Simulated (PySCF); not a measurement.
Isomers of C2H15NSi4, mass 165.028 u with the commonest isotopes. Level of theory: PBE0/pcSseg-1 in PySCF (dipole) on a GFN2-xTB geometry, gas phase. One conformer each, none proved a minimum here; rigid rotors.

Question: Order these by rotational constant C, largest first.
A. `[NH2:1][Si@H:2]([CH2:3][SiH3:4])[CH2:5][SiH2:6][SiH3:7]` with H–N1–Si2–C3 73° and -64°, N1–Si2–C3–Si4 178°, N1–Si2–C5–Si6 -53°, Si2–C5–Si6–Si7 68°
B. `[CH3:1][SiH2:2][SiH:3]([NH:4][SiH3:5])[SiH2:6][CH3:7]` with C1–Si2–Si3–N4 31°, Si2–Si3–N4–Si5 61°, Si2–Si3–Si6–C7 44°
C. `[CH3:1][N:2]([CH3:3])[SiH2:4][SiH:5]([SiH3:6])[SiH3:7]` with C1–N2–Si4–Si5 -156°, N2–Si4–Si5–Si6 36°
D. `[CH3:1][N:2]([CH3:3])[Si@H:4]([SiH3:5])[SiH2:6][SiH3:7]` with C1–N2–Si4–Si5 -75°, N2–Si4–Si6–Si7 -34°

Answer: B (541.8 MHz), D (529.6 MHz), C (513.6 MHz), A (425.6 MHz).

Question: Order these by rotational constant B, largest first.
A. `[CH3:1][N:2]([CH3:3])[Si@H:4]([SiH3:5])[SiH2:6][SiH3:7]` with C1–N2–Si4–Si5 -75°, N2–Si4–Si6–Si7 -34°
B. `[CH3:1][SiH2:2][SiH:3]([NH:4][SiH3:5])[SiH2:6][CH3:7]` with C1–Si2–Si3–N4 31°, Si2–Si3–N4–Si5 61°, Si2–Si3–Si6–C7 44°
C. `[CH3:1][N:2]([CH3:3])[SiH2:4][SiH:5]([SiH3:6])[SiH3:7]` with C1–N2–Si4–Si5 -156°, N2–Si4–Si5–Si6 36°
D. `[NH2:1][Si@H:2]([CH2:3][SiH3:4])[CH2:5][SiH2:6][SiH3:7]` with H–N1–Si2–C3 73° and -64°, N1–Si2–C3–Si4 178°, N1–Si2–C5–Si6 -53°, Si2–C5–Si6–Si7 68°

Answer: B (807.0 MHz), A (685.4 MHz), C (656.7 MHz), D (482.4 MHz).

Question: Order these by radius of gyration √(Σ m r²/M), smallest first.
A. `[CH3:1][SiH2:2][SiH:3]([NH:4][SiH3:5])[SiH2:6][CH3:7]` with C1–Si2–Si3–N4 31°, Si2–Si3–N4–Si5 61°, Si2–Si3–Si6–C7 44°
B. `[NH2:1][Si@H:2]([CH2:3][SiH3:4])[CH2:5][SiH2:6][SiH3:7]` with H–N1–Si2–C3 73° and -64°, N1–Si2–C3–Si4 178°, N1–Si2–C5–Si6 -53°, Si2–C5–Si6–Si7 68°
C. `[CH3:1][N:2]([CH3:3])[Si@H:4]([SiH3:5])[SiH2:6][SiH3:7]` with C1–N2–Si4–Si5 -75°, N2–Si4–Si6–Si7 -34°
D. `[CH3:1][N:2]([CH3:3])[SiH2:4][SiH:5]([SiH3:6])[SiH3:7]` with C1–N2–Si4–Si5 -156°, N2–Si4–Si5–Si6 36°

Answer: A (2.451 Å), C (2.481 Å), D (2.509 Å), B (2.719 Å).

```json
{"SMILES": "N[Si@H](C[SiH3])C[SiH2][SiH3]", "point group": "C1", "Ia (u·Å²)": "204.99", "Ib (u·Å²)": "1047.70", "Ic (u·Å²)": "1187.53", "κ": "-0.94", "μa (D)": "1.00", "μb (D)": "1.43", "μc (D)": "0.94"}
{"SMILES": "C[SiH2][SiH](N[SiH3])[SiH2]C", "point group": "C1", "Ia (u·Å²)": "424.17", "Ib (u·Å²)": "626.24", "Ic (u·Å²)": "932.85", "κ": "-0.18", "μa (D)": "0.44", "μb (D)": "0.10", "μc (D)": "0.73"}
{"SMILES": "CN(C)[SiH2][SiH]([SiH3])[SiH3]", "point group": "C1", "Ia (u·Å²)": "323.83", "Ib (u·Å²)": "769.57", "Ic (u·Å²)": "983.92", "κ": "-0.73", "μa (D)": "1.29", "μb (D)": "0.18", "μc (D)": "0.34"}
{"SMILES": "CN(C)[Si@H]([SiH3])[SiH2][SiH3]", "point group": "C1", "Ia (u·Å²)": "340.13", "Ib (u·Å²)": "737.39", "Ic (u·Å²)": "954.31", "κ": "-0.67", "μa (D)": "0.30", "μb (D)": "1.10", "μc (D)": "0.20"}
```
